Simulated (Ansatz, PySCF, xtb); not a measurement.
Reaction R1 + R2 → P1 + P2, each structure at its B3LYP-D3(BJ)/def2-TZVP stationary point, reached from a drawn start (curvature not checked).
R1: H2O2 (SMILES OO), charge 0, multiplicity 1.
P1: H2O (SMILES O), charge 0, multiplicity 1.
P2: O4Ru (SMILES [O]=[Ru](=[O])(=[O])=[O]), charge 0, multiplicity 1.
R2, O3Ru (SMILES [O]=[Ru](=[O])=[O]) (charge 0, multiplicity 1):
```csv
atom,x (Å),y (Å),z (Å)
Ru,0.0000,0.0000,0.0000
O,1.6743,0.0000,0.0000
O,-0.8371,1.4499,0.0000
O,-0.8371,-1.4499,0.0000
```

```csv
level,reaction energy (kcal/mol)
GFN1-xTB,-42.91
GFN2-xTB,-4.95
HF/def2-SVP,15.91
HF/def2-QZVPP,4.63
PBE/def2-TZVPP,-71.04
PBE-D3(BJ)/def2-TZVPP,-71.61
PBE-D4/def2-TZVPP,-71.73
BLYP/def2-TZVPP,-66.81
BLYP-D3(BJ)/def2-TZVPP,-68.16
BLYP-D4/def2-TZVPP,-68.34
revPBE/def2-TZVPP,-70.25
revPBE-D3(BJ)/def2-TZVPP,-71.62
r2SCAN-D3(BJ)/def2-TZVPP,-72.84
r2SCAN-D4/def2-TZVPP,-72.85
B97M-V/def2-TZVPP,-66.29
B3LYP/def2-TZVPP,-54.12
B3LYP-D3(BJ)/def2-TZVPP,-55.24
B3LYP-D4/def2-TZVPP,-55.25
PBE0/def2-TZVPP,-54.48
PBE0-D3(BJ)/def2-TZVPP,-55.01
BHLYP/def2-TZVPP,-32.41
BHLYP-D3(BJ)/def2-TZVPP,-33.39
BHLYP-D4/def2-TZVPP,-33.30
M06-2X/def2-TZVPP,-37.23
CAM-B3LYP-D3(BJ)/def2-TZVPP,-45.83
CAM-B3LYP-D4/def2-TZVPP,-45.90
wB97X-V/def2-TZVPP,-43.41
wB97M-V/def2-TZVPP,-41.55
B2PLYP-D4/def2-TZVPP,-74.70
MP2/def2-SVP,-106.87
MP2/def2-TZVPP,-108.95
MP2/def2-QZVPP,-109.76
SCS-MP2/def2-SVP,-87.24
SCS-MP2/def2-QZVPP,-90.79
CCSD/def2-SVP,-29.78
CCSD/def2-TZVPP,-35.52
CCSD/def2-QZVPP,-36.74
CCSD(T)/def2-SVP,-51.86
CCSD(T)/def2-TZVPP,-56.78
CCSD(T)/def2-QZVPP,-57.85
```

P less R. No zero-point or thermal terms; singlets are restricted closed shells; no spin–orbit coupling. The spin states of the d-block species are the ones drawn and need not be the lowest.

Frozen-core correlation throughout.

Run with Ansatz (a first-principles code); PySCF for M06-2X and the D3/D4 terms; xtb for the GFN methods. Each number belongs to the level named beside it. Elements past Kr take the def2 small-core potentials, without spin–orbit coupling.
